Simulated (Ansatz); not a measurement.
Total energies of dimethylphenylsulfonium 2,4-difluorobenzenesulfonate (C₁₄H₁₄F₂O₃S₂) from Ansatz at PBE0-D4/def2-TZVP, gas phase (1 Eh = 27.2114 eV = 2625.5 kJ/mol). The reference geometry is relaxed at PBE-D4/def2-SVP.

| state | geometry | energy (Eh) |
| --- | --- | --- |
| charge 0 singlet | reference | -1762.70420 |
| charge 1 doublet | reference | -1762.39555 |
| charge -1 doublet | reference | -1762.71683 |
| charge -1 doublet | relaxed at PBE-D4/def2-SVP | -1762.74338 |
| free C atom (triplet) | – | -37.80537 |
| free S atom (triplet) | – | -397.97371 |
| free H atom (doublet) | – | -0.50104 |
| free O atom (triplet) | – | -75.01860 |
| free F atom (doublet) | – | -99.67617 |

Single mean-field runs in def2-TZVP are fitted with def2-universal-jkfit.

Work out the vertical ionisation energy to the doublet.

E(charge 1 doublet) − E(charge 0 singlet) = -1762.39555 − (-1762.70420) = 0.30865 Eh = 8.40 eV. For comparison, −ε of the highest occupied level is 6.83 eV at this level, 1.57 eV less.

Work out the vertical electron affinity, to the doublet.

E(charge 0 singlet) − E(charge -1 doublet) = -1762.70420 − (-1762.71683) = 0.01263 Eh = 0.34 eV. The basis lacks diffuse functions, which makes affinities too small.

Give the fundamental gap IE − EA, the Mulliken electronegativity (IE + EA)/2 and the hardness (IE − EA)/2.

From the values in Eh: IE − EA = 0.30865 − 0.01263 = 0.29602 Eh = 8.06 eV; (IE + EA)/2 = 4.37 eV; (IE − EA)/2 = 4.03 eV. The HOMO–LUMO gap of the same run is 5.05 eV, 3.01 eV smaller than the fundamental gap.

How much does the charge -1 doublet relax, and what is the adiabatic electron affinity?

Relaxation: -1762.71683 − (-1762.74338) = 0.02655 Eh = 0.72 eV. Adiabatic electron affinity: 0.03918 Eh = 1.07 eV, without zero-point energy. 

What is the binding energy per atom against free atoms?

Atoms: 14 × (-37.80537) + 2 × (-397.97371) + 14 × (-0.50104) + 3 × (-75.01860) + 2 × (-99.67617) = -1756.64530 Eh. Binding: -1756.64530 − (-1762.70420) = 6.05890 Eh = 164.87 eV, or 4.71 eV for each of 35 atoms (no zero-point energy, no counterpoise term).

At PBE0-D4/def2-TZVP the highest occupied level of the charge -1 doublet lies above zero (up to 1.17 eV). By energy differences its removal costs 0.34 eV (vertical, to the charge 0 singlet, at PBE0-D4/def2-TZVP); self-interaction error and the lack of diffuse functions both raise the level. At PBE0-D4/def2-TZVP the highest occupied level of the relaxed charge -1 doublet lies above zero (up to 0.06 eV). By energy differences its removal costs 1.07 eV (each at its own geometry, to the charge 0 singlet, at PBE0-D4/def2-TZVP); self-interaction error and the lack of diffuse functions both raise the level.
